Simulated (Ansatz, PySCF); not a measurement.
C3H5FSi, SMILES [SiH3]C=C=CF.

Geometry optimised at PBE0-D3(BJ)/def2-SVP. This is a generated structure with no PubChem entry under its InChIKey; it may be hypothetical.

Vertical ionisation energy (IE) and electron affinity (EA) in eV. Rows of orbital energies are one-electron estimates. Where ΔSCF, EOM or ADC give a negative EA the extra electron is unbound and the value depends on the basis.

```tsv
level	IE	EA
−ε(HOMO), −ε(LUMO), r2SCAN/def2-TZVP (PySCF)	6.25	1.86
−ε(HOMO), −ε(LUMO), PBE/def2-TZVP (PySCF)	6.03	2.05
ΔSCF, CAM-B3LYP/def2-SVPD (Ansatz), final states of multiplicity 2 and 2	(withheld)	(withheld)
ΔSCF, PBE/def2-SVPD (Ansatz), final states of multiplicity 2 and 2	9.26	-0.61
```

Q: What belongs in the gaps? (Estimate from the structure and the level; the computed values follow.)

A: 
- ΔSCF, CAM-B3LYP/def2-SVPD (Ansatz, a first-principles code), final states of multiplicity 2 and 2, IE: 9.53
- ΔSCF, CAM-B3LYP/def2-SVPD (Ansatz), final states of multiplicity 2 and 2, EA: -0.73

Q: What vertical singlet–triplet gap does ΔSCF give with CAM-B3LYP/def2-SVPD (Ansatz) and with PBE/def2-SVPD (Ansatz)? (The exact figures need the calculation; the answer reports its results.)

A: 4.04 and 3.87 eV (triplet above singlet where positive).
